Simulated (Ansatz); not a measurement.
`C#C[SiH2]C#C`, relaxed with RKS PBE-D4/def2-SVP in Ansatz 0.2.0 from a rough embedded geometry. The force threshold is 0.03 eV/Å; the program also tests the step.

Total charge 0; spin multiplicity 1.

Start:

```xyz
9

C     1.815   -0.033   -1.997
C     1.010   -0.341   -1.112
Si   -0.208   -0.885    0.245
C    -0.970    0.546    1.030
C    -1.480    1.486    1.671
H     2.452    0.345   -2.730
H    -1.252   -1.732   -0.422
H     0.511   -1.750    1.158
H    -1.879    2.364    2.157
```

Question: By how much does the energy fall, and how many steps does the optimiser take? (Best estimate.)

Answer: Computed: 0.17 eV, in 3 steps.

Question: Which bonds change most? (Best estimate.)

Answer: The calculation gave: C2–Si3 from 1.903 to 1.836 Å; Si3–H8 from 1.449 to 1.501 Å; C1–H6 from 1.042 to 1.083 Å; Si3–C4 from 1.801 to 1.836 Å.

Question: Give the relaxed structure. (Best estimate.)

Answer: Ansatz gave: 
```xyz
9

C     1.769    0.016   -1.962
C     0.983   -0.349   -1.092
Si   -0.197   -0.909    0.199
C    -0.945    0.537    1.048
C    -1.441    1.499    1.630
H     2.462    0.338   -2.729
H    -1.280   -1.727   -0.442
H     0.529   -1.751    1.208
H    -1.880    2.346    2.141
```
